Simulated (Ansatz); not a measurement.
Relaxation of BH₈NSi₃ (13 atoms, charge 0, multiplicity 1), to a largest force component of 0.015 eV/Å in at most 40 steps.

All numbers below come from Ansatz, RKS PBE-D4/def2-SVP.

```xyz
13
Properties=species:S:1:pos:R:3
N -0.486 0.881 1.819
Si -0.037 0.155 0.269
Si 1.707 -1.196 0.283
B -1.495 -0.409 -0.893
Si -0.475 1.184 -1.470
H -0.770 0.166 2.464
H -1.397 1.442 1.623
H 1.992 -1.724 -1.059
H 1.502 -2.281 1.283
H 2.930 -0.437 0.739
H -2.475 -1.162 -1.073
H 0.338 0.895 -2.634
H -1.314 2.452 -1.337
```

Task: Where does it end, and by what steps?

Result: The run converged. The force dipped under the threshold on the way, but the program's further checks kept it going. After 28 steps the energy has fallen by 2.060 eV; H13 moved furthest, 2.47 Å. Parted: Si2–Si5.

```tsv
step	energy less start (eV)	largest force component (eV/Å)	accepted
0	0.0000	3.382	yes
1	-0.8396	0.814	yes
2	-1.0024	0.375	yes
3	-1.1062	0.430	yes
4	-1.2256	0.592	yes
5	-1.3697	0.636	yes
6	-1.5152	0.645	yes
7	-1.6269	0.949	yes
8	-1.7163	0.832	yes
9	-1.7943	0.717	yes
10	-1.8833	0.552	yes
11	-1.9588	0.299	yes
12	-2.0101	0.114	yes
13	-2.0183	0.328	yes
14	-2.0287	0.600	yes
15	-2.0449	0.095	yes
16	-2.0499	0.046	yes
17	-2.0476	0.225	no
18	-2.0438	0.152	no
19	-2.0523	0.012	yes
20	-2.0553	0.052	yes
21	-2.0563	0.077	yes
22	-2.0572	0.082	yes
23	-2.0585	0.082	yes
24	-2.0593	0.069	yes
25	-2.0596	0.074	yes
26	-2.0598	0.059	yes
27	-2.0599	0.029	yes
28	-2.0600	0.008	yes
```

```xyz
13
Properties=species:S:1:pos:R:3
N -0.879 -0.372 2.204
Si -0.470 -0.011 0.570
Si 1.749 -0.765 0.301
B -1.612 0.824 -0.694
Si -0.583 0.946 -2.254
H -0.253 -0.823 2.874
H -1.796 -0.149 2.599
H 1.864 -1.826 -0.758
H 2.165 -1.368 1.622
H 2.694 0.359 -0.022
H -2.752 1.196 -0.513
H 0.834 0.431 -2.317
H -0.940 1.524 -3.599
```

Time of the run: 86 s on 2 threads of Arm Neoverse V1, with other jobs on the host, peak memory 0.17 GiB.
